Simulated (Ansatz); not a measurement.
Geometry optimisation, RKS PBE0/def2-SVP in Ansatz 0.2.0.

Input file:

```yaml
crystal:
  periodic: [false, false, false]
  atoms:
    - { symbol: W, position_ang: [0.0, 0.0, 0.0] }
    - { symbol: Cl, position_ang: [0.0, 0.0, 2.39] }
    - { symbol: H, position_ang: [1.72, 0.0, 0.0] }
    - { symbol: F, position_ang: [0.0, 1.85, 0.0] }
    - { symbol: H, position_ang: [-1.72, 0.0, 0.0] }
    - { symbol: F, position_ang: [0.0, -1.85, 0.0] }
    - { symbol: H, position_ang: [0.0, 0.0, -1.72] }
basis:
  gaussian: { orbitals: def2-SVP }
hamiltonian:
  xc: pbe0
relax:
  f_tol: 0.02
  max_steps: 40
output:
  orbitals: {}
```

Command:

```bash
$ ansatz run input.yaml --threads 1 --pin off --max-ram 2048MiB --backend cpu --events-out ev --progress --plain --runs-dir out
```

Problem. Where does it end, and by what steps?

Solution. It converged. After 9 steps the energy has fallen by 3.092 eV; H3 moved furthest, 0.78 Å.

```csv
step,energy less start (eV),largest force component (eV/Å),accepted
0,0.0000,6.049,yes
1,-1.3597,1.418,yes
2,-2.1496,1.622,yes
3,-2.7696,1.079,yes
4,-3.0603,0.262,yes
5,-3.0898,0.260,yes
6,-3.0901,0.166,yes
7,-3.0915,0.028,yes
8,-3.0916,0.026,yes
9,-3.0916,0.000,yes
```

```xyz
7
Properties=species:S:1:pos:R:3
W 0.000 0.000 0.333
Cl 0.000 0.000 2.668
H 1.336 0.000 -0.674
F 0.000 1.826 0.201
H -1.336 0.000 -0.674
F 0.000 -1.826 0.201
H 0.000 0.000 -1.385
```

Run time: 60 s on 1 thread of Arm Neoverse V1, with other jobs on the host, peak memory 0.2 GiB.
